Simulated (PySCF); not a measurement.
## Calculated data, AlClH3NO, AlH3N2Si, AlBClH3N, Al2H4NO and others

Computed with PySCF 2.14.0. Calculation on a computer-drawn molecule: the log of a Hartree-Fock and frozen-core CCSD(T) single point meant for a local Hartree-Fock minimum, with one planted fault or none, to be diagnosed. Offsets are logged minus clean, where the clean run is the same molecule without the fault. The reference is restricted for singlets and unrestricted otherwise, and also for a bond in bohr or an excited solution. Adding or removing an electron swaps singlet and doublet. The excited solution moves the top pair (singlet) or top alpha electron (doublet) to the lowest empty orbital. Highest occupied and lowest empty are orbital energies over both spins, largest force is the largest gradient component, triples share is (T) over the correlation energy, the T1 limit is 0.02 restricted and 0.045 unrestricted, electrons count all cores, a negative frequency is imaginary (commonest isotopes), and the dipole is about the centre of nuclear charge.

Common to all runs: logged SCF converged yes; logged CC converged yes; logged SCF stable within its kind yes; possible faults no fault, one electron removed, one electron added, multiplicity raised by two, geometry at a saddle point, SCF held on an excited solution, minimal basis STO-3G, one bond length entered in bohr, all coordinates scaled.

(1) AlClH3NO

Logged structure:
```xyz
7
AlClH3NO
N      0.9193    -1.1941     0.7496
Al     0.6260    -0.3117    -0.7265
O      1.6625    -0.4902    -2.0331
Cl    -1.0403     0.9777    -0.8505
H      0.3507    -1.1443     1.5728
H      1.6850    -1.8248     0.8921
H      1.6255    -0.0809    -2.8804
```

```
meant charge                         : 0
meant multiplicity                   : 1
meant basis                          : cc-pV(D+d)Z
logged electrons                     : 49
logged basis functions               : 89
logged spin squared                  : 0.7551
logged highest occupied              : 2.221 eV
logged lowest empty                  : 7.8507 eV
logged largest force                 : 0.059256 hartree/bohr
logged T1 diagnostic                 : 0.06181
logged D1 diagnostic                 : 0.42933
logged triples share                 : 0.023941
logged dipole magnitude              : 3.2471 debye
logged energy HF                     : -832.57238 hartree
logged energy CCSD(T)                : -833.19046 hartree
planted fault                        : one electron added
HF energy offset from clean run      : 62.53 kcal/mol
CCSD(T) energy offset from clean run : 50.03 kcal/mol
```

Drawn bonds:
```
atom  other atom  order
   1           2      1
   2           3      1
   2           4      1
   1           5      1
   1           6      1
   3           7      1
```

Notes: T1 above single-reference limit; highest electron not bound in this basis.

(2) AlH3N2Si

Logged structure:
```xyz
7
AlH3N2Si
N     -1.1271     1.1145    -0.2561
Al     0.0741     0.7513     0.9519
N      1.1921     0.4323     2.0995
Si     2.2680     0.2757     3.3765
H     -1.7580     1.8935    -0.2225
H     -1.2910     0.5775    -1.0871
H      3.0288    -1.0055     2.9700
```

```
meant charge                         : 0
meant multiplicity                   : 1
meant basis                          : cc-pV(D+d)Z
logged electrons                     : 45
logged basis functions               : 89
logged spin squared                  : 0.8428
logged highest occupied              : 0.028139 eV
logged lowest empty                  : 6.285 eV
logged largest force                 : 0.053336 hartree/bohr
logged T1 diagnostic                 : 0.030805
logged D1 diagnostic                 : 0.11642
logged triples share                 : 0.03772
logged dipole magnitude              : 3.9143 debye
logged energy HF                     : -641.45363 hartree
logged energy CCSD(T)                : -641.99698 hartree
planted fault                        : one electron added
HF energy offset from clean run      : 16.06 kcal/mol
CCSD(T) energy offset from clean run : 5.007 kcal/mol
```

Drawn bonds:
```
atom  other atom  order
   1           2      1
   2           3      2
   3           4      1
   1           5      1
   1           6      1
   4           7      1
```

Notes: highest electron not bound in this basis.

(3) AlBClH3N

Logged structure:
```xyz
7
AlBClH3N
N     -0.1081     1.6840    -1.2801
Al    -1.2052     0.8689    -0.1537
B     -1.9421     1.8561     1.6195
Cl    -3.4745     2.7637     1.5472
H      0.2274     2.6267    -1.1963
H      0.2548     1.2791    -2.1234
H     -1.4775     1.7698     2.7209
```

```
meant charge                         : 0
meant multiplicity                   : 2
meant basis                          : cc-pV(D+d)Z
logged electrons                     : 44
logged basis functions               : 89
logged spin squared                  : 0
logged highest occupied              : -15.785 eV
logged lowest empty                  : -6.2834 eV
logged largest force                 : 0.045216 hartree/bohr
logged T1 diagnostic                 : 0.021617
logged D1 diagnostic                 : 0.062508
logged triples share                 : 0.031033
logged dipole magnitude              : 7.0318 debye
logged energy HF                     : -782.07755 hartree
logged energy CCSD(T)                : -782.56871 hartree
planted fault                        : one electron removed
HF energy offset from clean run      : 162.5 kcal/mol
CCSD(T) energy offset from clean run : 161.7 kcal/mol
```

Drawn bonds:
```
atom  other atom  order
   1           2      1
   2           3      1
   3           4      1
   1           5      1
   1           6      1
   3           7      1
```

Notes: T1 above single-reference limit.

(4) AlBClH3N

Structure as in entry 3.

```
meant charge                         : 0
meant multiplicity                   : 2
meant basis                          : cc-pV(D+d)Z
logged electrons                     : 45
logged basis functions               : 89
logged spin squared                  : 3.7642
logged highest occupied              : -6.9289 eV
logged lowest empty                  : -1.4308 eV
logged largest force                 : 0.032585 hartree/bohr
logged T1 diagnostic                 : 0.030702
logged D1 diagnostic                 : 0.17208
logged triples share                 : 0.029539
logged dipole magnitude              : 3.6619 debye
logged energy HF                     : -782.22056 hartree
logged energy CCSD(T)                : -782.70015 hartree
planted fault                        : multiplicity raised by two
HF energy offset from clean run      : 72.79 kcal/mol
CCSD(T) energy offset from clean run : 79.22 kcal/mol
```

Drawn bonds:
```
atom  other atom  order
   1           2      1
   2           3      1
   3           4      1
   1           5      1
   1           6      1
   3           7      1
```

(5) Al2H4NO

Logged structure:
```xyz
8
Al2H4NO
N      1.7195    -1.9837    -1.0818
Al     1.0422    -0.5469    -0.3042
O     -0.0098    -0.7449     1.0011
Al    -1.0610    -0.8744     2.3027
H      2.3505    -1.9698    -1.8608
H      1.5325    -2.9328    -0.8130
H     -0.4765    -0.9010     3.7681
H     -2.6133    -0.9694     2.0356
```

```
meant charge                         : 0
meant multiplicity                   : 2
meant basis                          : cc-pV(D+d)Z
logged electrons                     : 46
logged basis functions               : 94
logged spin squared                  : 0
logged highest occupied              : -0.055377 eV
logged lowest empty                  : 5.3296 eV
logged largest force                 : 0.062966 hartree/bohr
logged T1 diagnostic                 : 0.022172
logged D1 diagnostic                 : 0.082197
logged triples share                 : 0.026462
logged dipole magnitude              : 6.909 debye
logged energy HF                     : -615.57782 hartree
logged energy CCSD(T)                : -616.12326 hartree
planted fault                        : one electron added
HF energy offset from clean run      : 18.06 kcal/mol
CCSD(T) energy offset from clean run : -5.837 kcal/mol
```

Drawn bonds:
```
atom  other atom  order
   1           2      1
   2           3      1
   3           4      1
   1           5      1
   1           6      1
   4           7      1
   4           8      1
```

Notes: T1 above single-reference limit.

(6) Al2H2NO

Logged structure:
```xyz
6
Al2H2NO
N      2.2242    -2.6933    -0.3058
Al     1.2409    -1.4815     0.1810
Al    -0.4073     0.5103     0.8914
O     -0.3251     1.0423     2.4076
H      2.8562    -3.4252    -0.5181
H     -1.3186     0.9436    -0.3592
```

```
meant charge                         : -1
meant multiplicity                   : 1
meant basis                          : aug-cc-pV(D+d)Z
logged electrons                     : 44
logged basis functions               : 128
logged spin squared                  : 2.0254
logged highest occupied              : -0.95453 eV
logged lowest empty                  : 2.8737 eV
logged largest force                 : 0.11125 hartree/bohr
logged T1 diagnostic                 : 0.046705
logged D1 diagnostic                 : 0.25604
logged triples share                 : 0.040912
logged dipole magnitude              : 2.8012 debye
logged energy HF                     : -614.29574 hartree
logged energy CCSD(T)                : -614.82132 hartree
planted fault                        : multiplicity raised by two
HF energy offset from clean run      : 33.53 kcal/mol
CCSD(T) energy offset from clean run : 67.01 kcal/mol
```

Drawn bonds:
```
atom  other atom  order
   1           2      2
   2           3      1
   3           4      1
   1           5      1
   3           6      1
```

Notes: T1 above single-reference limit.

(7) Al2H2NO

Logged structure:
```xyz
6
Al2H2NO
N      2.2242    -2.6933    -0.3058
Al     1.2409    -1.4815     0.1810
Al    -1.8738     2.2824     1.5234
O     -1.7915     2.8144     3.0396
H      2.8562    -3.4252    -0.5181
H     -2.7850     2.7157     0.2729
```

```
meant charge                         : -1
meant multiplicity                   : 1
meant basis                          : aug-cc-pV(D+d)Z
logged electrons                     : 44
logged basis functions               : 128
logged spin squared                  : 0
logged highest occupied              : -3.4531 eV
logged lowest empty                  : 2.6563 eV
logged largest force                 : 0.021549 hartree/bohr
logged T1 diagnostic                 : 0.030586
logged D1 diagnostic                 : 0.082587
logged triples share                 : 0.04618
logged dipole magnitude              : 7.1815 debye
logged energy HF                     : -614.28079 hartree
logged energy CCSD(T)                : -614.8642 hartree
planted fault                        : one bond length entered in bohr, row 2 of the drawn bonds
HF energy offset from clean run      : 42.91 kcal/mol
CCSD(T) energy offset from clean run : 40.1 kcal/mol
```

Drawn bonds:
```
atom  other atom  order
   1           2      2
   2           3      1
   3           4      1
   1           5      1
   3           6      1
```

(8) Al2BH4N

Logged structure:
```xyz
8
Al2BH4N
N     -0.9884     3.2581     4.1439
Al    -0.6735     1.8426     3.4684
B     -0.4417    -0.0634     2.5333
Al    -2.0355    -1.2354     1.7116
H     -1.1382     4.1398     4.5700
H      0.6919    -0.4648     2.4910
H     -2.4543    -1.0436     0.1976
H     -2.7992    -2.2762     2.6270
```

```
meant charge                         : 0
meant multiplicity                   : 1
meant basis                          : cc-pV(D+d)Z
logged electrons                     : 43
logged basis functions               : 94
logged spin squared                  : 0.7639
logged highest occupied              : -2.0583 eV
logged lowest empty                  : 5.0704 eV
logged largest force                 : 0.03649 hartree/bohr
logged T1 diagnostic                 : 0.021802
logged D1 diagnostic                 : 0.062056
logged triples share                 : 0.036688
logged dipole magnitude              : 1.3485 debye
logged energy HF                     : -565.2349 hartree
logged energy CCSD(T)                : -565.68382 hartree
planted fault                        : one electron added
HF energy offset from clean run      : -21.91 kcal/mol
CCSD(T) energy offset from clean run : -31.06 kcal/mol
```

Drawn bonds:
```
atom  other atom  order
   1           2      2
   2           3      1
   3           4      1
   1           5      1
   3           6      1
   4           7      1
   4           8      1
```

(9) CH3Al2N

Logged structure:
```xyz
7
CH3Al2N
N     -2.9324    -0.3197    -1.9085
Al    -1.6883    -0.8255    -1.0448
C     -0.1896    -1.2780     0.0810
Al     0.4858     0.0322     1.4512
H     -4.3897     0.1639    -2.9773
H     -0.4544    -2.2067     0.6130
H      0.6529    -1.5227    -0.5868
```

```
meant charge                         : 0
meant multiplicity                   : 1
meant basis                          : cc-pV(D+d)Z
logged electrons                     : 42
logged basis functions               : 89
logged spin squared                  : 0.9523
logged highest occupied              : -7.8783 eV
logged lowest empty                  : 0.73581 eV
logged largest force                 : 0.039105 hartree/bohr
logged T1 diagnostic                 : 0.078689
logged D1 diagnostic                 : 0.32933
logged triples share                 : 0.046873
logged dipole magnitude              : 4.6061 debye
logged energy HF                     : -577.68617 hartree
logged energy CCSD(T)                : -578.15792 hartree
planted fault                        : one bond length entered in bohr, row 4 of the drawn bonds
HF energy offset from clean run      : 98.11 kcal/mol
CCSD(T) energy offset from clean run : 99.34 kcal/mol
```

Drawn bonds:
```
atom  other atom  order
   1           2      2
   2           3      1
   3           4      1
   1           5      1
   3           6      1
   3           7      1
```

Notes: T1 above single-reference limit.

(10) CH5AlNSi

Logged structure:
```xyz
9
CH5AlNSi
N      2.2906     3.5293    -2.5384
Al     1.2704     2.4427    -1.9752
C      0.0414     1.1005    -1.2895
Si     0.7766    -0.6173    -1.0020
H      2.9202     4.2087    -2.8876
H     -0.7919     1.0224    -1.9966
H     -0.3708     1.4788    -0.3474
H      1.8748    -0.5536    -0.0058
H      1.2931    -1.1819    -2.2736
```

```
meant charge                         : 0
meant multiplicity                   : 2
meant basis                          : cc-pV(D+d)Z
logged electrons                     : 44
logged basis functions               : 99
logged spin squared                  : 0
logged highest occupied              : -12.684 eV
logged lowest empty                  : -7.1114 eV
logged largest force                 : 0.066688 hartree/bohr
logged T1 diagnostic                 : 0.057177
logged D1 diagnostic                 : 0.24611
logged triples share                 : 0.04625
logged dipole magnitude              : 10.594 debye
logged energy HF                     : -625.70834 hartree
logged energy CCSD(T)                : -626.2348 hartree
planted fault                        : one electron removed
HF energy offset from clean run      : 186.7 kcal/mol
CCSD(T) energy offset from clean run : 182.5 kcal/mol
```

Drawn bonds:
```
atom  other atom  order
   1           2      2
   2           3      1
   3           4      1
   1           5      1
   3           6      1
   3           7      1
   4           8      1
   4           9      1
```

Notes: T1 above single-reference limit.
